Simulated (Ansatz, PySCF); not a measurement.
This PySCF input computes a B3LYP/def2-TZVPD energy:

```python
from pyscf import gto, scf, dft

mol = gto.M(
    atom='''
    C     2.01116647   -0.14116608    0.71674298
    C     1.15883453   -0.33527093   -0.33786334
    C     0.13229414    0.46972550   -0.86666829
    C    -1.15292901    0.53841472   -0.52702235
    C    -1.85067398   -0.27528177    0.55290036
    H     2.85268462   -0.80350910    0.88741236
    H     1.92767184    0.72969003    1.35854973
    H     1.37008135   -1.22551488   -0.94347189
    H    -1.83038786    1.22947215   -1.04684084
    H    -2.36518297    0.36225888    1.28750256
    H    -2.62119744   -0.94214988    0.13588835
    H    -1.12582231   -0.88877581    1.09242370
    ''',
    basis='def2-tzvpd',
    charge=-1,
    spin=0,
    verbose=4,
)

mf = dft.RKS(mol, xc='b3lyp').density_fit(auxbasis='def2-universal-jkfit')
mf.grids.level = 3
mf.conv_tol = 1e-9
mf.max_cycle = 100
mf.max_memory = 1500
mf.kernel()
if not mf.converged:
    mf = mf.newton()
    mf.kernel(mf.make_rdm1())
mf.analyze()
```

Task: Write an input for the same energy in Ansatz (a program for electronic structure) and say what it gives.

Result: 
Ansatz 0.2 input:
```yaml
crystal:
  periodic: [false, false, false]
  atoms:
    - {symbol: C, position_ang: [2.01116647, -0.14116608, 0.71674298]}
    - {symbol: C, position_ang: [1.15883453, -0.33527093, -0.33786334]}
    - {symbol: C, position_ang: [0.13229414, 0.46972550, -0.86666829]}
    - {symbol: C, position_ang: [-1.15292901, 0.53841472, -0.52702235]}
    - {symbol: C, position_ang: [-1.85067398, -0.27528177, 0.55290036]}
    - {symbol: H, position_ang: [2.85268462, -0.80350910, 0.88741236]}
    - {symbol: H, position_ang: [1.92767184, 0.72969003, 1.35854973]}
    - {symbol: H, position_ang: [1.37008135, -1.22551488, -0.94347189]}
    - {symbol: H, position_ang: [-1.83038786, 1.22947215, -1.04684084]}
    - {symbol: H, position_ang: [-2.36518297, 0.36225888, 1.28750256]}
    - {symbol: H, position_ang: [-2.62119744, -0.94214988, 0.13588835]}
    - {symbol: H, position_ang: [-1.12582231, -0.88877581, 1.09242370]}
basis:
  gaussian:
    orbitals: def2-TZVPD
hamiltonian:
  xc: {name: B3LYP}
total_charge: -1
output: {forces: true}
```
It gives -194.74401 Eh, and PySCF -194.74410 Eh, a difference of 0.09 mEh, from the treatment of integrals and grids.

It need not be the lowest isomer of its formula. Whether it binds its extra electron was not tested at this geometry.
